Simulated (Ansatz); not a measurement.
`CB(N)C[SiH3]` + `OCF` → `FCOC[SiH3]` + `CBN`  (substitution at a C–B bond)

Computed with Ansatz on PBE0-D4/def2-TZVP structures; ΔE is electronic, products minus reactants. CCSD(T)/CBS is the MP2 limit (def2-TZVPP, def2-QZVPP) plus CCSD(T) − MP2 in def2-TZVPP, frozen cores. DFT in def2-TZVPP. B3LYP here is the variant with VWN-RPA as its local correlation; programs differ in this. Each species was taken in one conformer, which may not be the lowest.

| level | ΔE (kJ/mol) |
| --- | --- |
| r2SCAN-D4 | 111.9 |
| B3LYP-D4 | 105.6 |
| ωB97X-V | 105.7 |
| ωB97M-V | 110.4 |
| B2PLYP | 107.1 |
| B3LYP | 101.5 |
| HF/def2-TZVPP | 102.8 |
| CCSD/CBS(def2) | 114.5 |

Q: What does CCSD(T)/CBS give? (Best estimate.)

A: The calculation gave: +114.5 kJ/mol. The listed levels differ from it by -2.6, -8.9, -8.8, -4.1, -7.4, -13.0, -11.7, 0.0 kJ/mol.

Largest T1 diagnostic among the species: 0.012.

The D4 term adds +4.1 kJ/mol with B3LYP and +2.5 kJ/mol with PBE0; it sums over pairs of atoms, weighted by their polarisabilities, and B3LYP, whose exchange is more repulsive, gets the larger term. From PBE to PBE0 (25 % exact exchange), in def2-TZVPP and without D4, ΔE moves by +5.9 kJ/mol. In def2-TZVPP, CCSD(T) changes the Hartree–Fock value by +9.4 kJ/mol (the triples alone add −0.0 kJ/mol) and MP2 by +17.8 kJ/mol.
